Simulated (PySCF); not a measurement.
disilazane (H₇NSi₂), singlet, geometry from GFN2-xTB; PBE/6-31G in PySCF.

PySCF was given this input:
```python
from pyscf import gto, scf, dft

mol = gto.M(
    atom='''
Si    1.49303295   -0.29467355    0.37775681
N     0.07177708   -0.11245754   -0.59500001
Si   -1.52266963    0.35803387   -0.10940318
H     2.60085977   -0.44841929   -0.56612732
H     1.61644865    0.91435503    1.18804151
H     1.41022821   -1.47096761    1.25316965
H     0.11743383   -0.57014488   -1.49085173
H    -2.18929653   -0.69189990    0.67169837
H    -2.25767966    0.60314487   -1.35098125
H    -1.38552039    1.56409001    0.70310006
''',
    basis='6-31g',
    verbose=4,
    symmetry=True,
)

mf = dft.RKS(mol)
mf.xc = 'pbe'
mf.irrep_nelec = {"A'": 26, 'A"': 16}
mf.kernel()
mf.analyze()
```

What the program printed (banner, timings and long lists left out):

```
PySCF version 2.14.0

[INPUT] verbose = 4
[INPUT] num. atoms = 10
[INPUT] num. electrons = 42
[INPUT] charge = 0
[INPUT] spin (= nelec alpha-beta = 2S) = 0
[INPUT] symmetry True subgroup None
[INPUT] Mole.unit = angstrom
[INPUT] Symbol           X                Y                Z      unit          X                Y                Z       unit  Magmom
[...]
nuclear repulsion = 157.31419063433
point group symmetry = Cs
symmetry origin: [-3.59947819e-09 -3.14954356e-09  1.79973914e-09]
symmetry axis x: [-0.24106571 -0.94321419  0.22854828]
symmetry axis y: [-0.09934248  0.25823808  0.96096002]
symmetry axis z: [ 0.965411   -0.20894996  0.15595358]
num. orbitals of irrep A' = 28
num. orbitals of irrep A" = 21
number of shells = 33
number of NR pGTOs = 142
number of NR cGTOs = 49
basis = 6-31g
ecp = {}

******** <class 'pyscf.dft.rks_symm.SymAdaptedRKS'> ********
method = SymAdaptedRKS
initial guess = minao
damping factor = 0
level_shift factor = 0
DIIS = <class 'pyscf.scf.diis.CDIIS'>
diis_start_cycle = 1
diis_space = 8
diis_damp = 0
SCF conv_tol = 1e-09
SCF conv_tol_grad = None
SCF max_cycles = 50
direct_scf = True
direct_scf_tol = 1e-13
XC library pyscf.dft.libxc version 7.1.2
    S. Lehtola, C. Steigemann, M. J. T. Oliveira, and M. A. L. Marques,  SoftwareX 7, 1–5 (2018)
XC functionals = pbe
    J. P. Perdew, K. Burke, and M. Ernzerhof,  Phys. Rev. Lett. 77, 3865 (1996)
    J. P. Perdew, K. Burke, and M. Ernzerhof,  Phys. Rev. Lett. 78, 1396 (1997)
    J. P. Perdew, K. Burke, and M. Ernzerhof,  Phys. Rev. Lett. 77, 3865 (1996)
    J. P. Perdew, K. Burke, and M. Ernzerhof,  Phys. Rev. Lett. 78, 1396 (1997)
radial grids:
    Treutler-Ahlrichs [JCP 102, 346 (1995); DOI:10.1063/1.469408] (M4) radial grids

becke partition: Becke, JCP 88, 2547 (1988); DOI:10.1063/1.454033
pruning grids: <function nwchem_prune>
grids dens level: 3
symmetrized grids: True
atomic radii adjust function: <function treutler_atomic_radii_adjust>
small_rho_cutoff = 0
Freeze 42 electrons in irreps ["A'", 'A"']
    0 free electrons in irreps
Set gradient conv threshold to 3.16228e-05
Initial guess from minao.
tot grids = 120920
init E= -637.458264951849
HOMO (A') = -0.0478879916208215  LUMO (A") = -0.345026415633906  gap/eV = -8.08555

WARN: A' HOMO -0.0478879916208215 > system LUMO -0.345026415633906

WARN: A" LUMO -0.345026415633906 < system HOMO -0.0478879916208215

cycle= 1 E= -636.659766824791  delta_E= 0.798  |g|= 0.706  |ddm|= 5.63
[...]

WARN: A' HOMO -0.0376467491441468 > system LUMO -0.326708578726595

WARN: A" LUMO -0.326708578726595 < system HOMO -0.0376467491441468

cycle= 46 E= -636.72165651241  delta_E= -0.0211  |g|= 0.418  |ddm|= 0.178
HOMO (A') = -0.036856779592926  LUMO (A") = -0.325244117420923  gap/eV = -7.84742

WARN: A' HOMO -0.036856779592926 > system LUMO -0.325244117420923

WARN: A" LUMO -0.325244117420923 < system HOMO -0.036856779592926

cycle= 47 E= -636.717384652641  delta_E= 0.00427  |g|= 0.434  |ddm|= 0.0613
HOMO (A') = -0.0370677375162944  LUMO (A") = -0.32329676926387  gap/eV = -7.78869

WARN: A' HOMO -0.0370677375162944 > system LUMO -0.32329676926387

WARN: A" LUMO -0.32329676926387 < system HOMO -0.0370677375162944

cycle= 48 E= -636.7109150231  delta_E= 0.00647  |g|= 0.453  |ddm|= 0.0622
HOMO (A') = -0.0367942887268293  LUMO (A") = -0.32633507094192  gap/eV = -7.87881

WARN: A' HOMO -0.0367942887268293 > system LUMO -0.32633507094192

WARN: A" LUMO -0.32633507094192 < system HOMO -0.0367942887268293

cycle= 49 E= -636.720153074143  delta_E= -0.00924  |g|= 0.427  |ddm|= 0.0847
HOMO (A') = -0.0414992779508419  LUMO (A") = -0.330271348260134  gap/eV = -7.85789

WARN: A' HOMO -0.0414992779508419 > system LUMO -0.330271348260134

WARN: A" LUMO -0.330271348260134 < system HOMO -0.0414992779508419

cycle= 50 E= -636.705928626007  delta_E= 0.0142  |g|= 0.481  |ddm|=  2.1
SCF not converged.
SCF energy = -636.705928626007
**** SCF Summaries ****
Total Energy =                        -636.705928626007335
Nuclear Repulsion Energy =             157.314190634330316
One-electron Energy =                -1193.037680972600128
Two-electron Energy =                  399.017561712262534
Two-electron Coulomb Energy =          449.931018382989350
DFT Exchange-Correlation Energy =      -50.913456670726802
HOMO-LUMO gap [eV] =                    -7.857888276980733
Wave-function symmetry = A'
occupancy for each irrep:     A'   A"
                              13    8
**** MO energy ****
[...]
 ** Mulliken pop on meta-lowdin orthogonal AOs  **
 ** Mulliken pop  **
 ** Mulliken atomic charges  **
charge of    0Si =      0.29992
charge of    1N =     -1.30849
charge of    2Si =      0.29992
charge of    3H =     -0.17462
charge of    4H =      0.20082
charge of    5H =      0.23399
charge of    6H =      0.18827
charge of    7H =      0.23399
charge of    8H =     -0.17462
charge of    9H =      0.20082
Dipole moment(X, Y, Z, Debye): -1.20670, -0.11236,  7.31936
```

Convergence was not reached.
